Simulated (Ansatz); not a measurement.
Reaction (atomization): `C=C(Cl)[SiH2]S` → 2 C• + Cl• + 5 H• + S• + Si•

Program: Ansatz. Geometries: PBE0-D4/def2-TZVP. ΔE: electronic, gas phase. CBS: MP2 limit from def2 TZ/QZ plus the TZ coupled-cluster correction, frozen cores. This one scheme is used for every species, atoms too. DFT in def2-TZVPP. No spin–orbit coupling; open shells (•) take unrestricted orbitals. Spin–orbit coupling would lower the free atoms: a little for C, Cl, S, Si. One conformer a species, not always the lowest.

`C=C(Cl)[SiH2]S`:

```xyz
10

C     1.252   -1.231   -0.286
C     0.248   -0.463   -0.694
Cl   -0.666   -0.883   -2.108
Si   -0.275    1.104    0.179
S    -2.288    1.016    0.869
H     1.545   -2.135   -0.808
H     1.812   -0.953    0.600
H     0.685    1.301    1.294
H    -0.253    2.247   -0.763
H    -2.061   -0.003    1.716
```

```csv
level,ΔE (kJ/mol)
B97M-V,3532.9
SCS-MP2/def2-QZVPP,3506.1
```

What does CCSD(T)/CBS give? (Best estimate.)

Computed: +3505.3 kJ/mol. The listed levels differ from it by 27.6, 0.8 kJ/mol.

Largest T1 diagnostic among the species: 0.012.

The D4 term adds +45.9 kJ/mol with B3LYP and +24.2 kJ/mol with PBE0; it sums over pairs of atoms, weighted by their polarisabilities, and B3LYP, whose exchange is more repulsive, gets the larger term. From r2SCAN to r2SCAN0 (25 % exact exchange), in def2-TZVPP and without D4, ΔE moves by −52.7 kJ/mol: exact exchange takes away binding that semilocal exchange gives to molecules.

B3LYP here is the variant with VWN-RPA as its local correlation; programs differ in this.

For atomizations the MP2-based limit and the directly extrapolated one differ by several kJ/mol either way, and by 10 to 25 for some Ge, Se and Sn compounds, so smaller differences from it don't rank the levels.
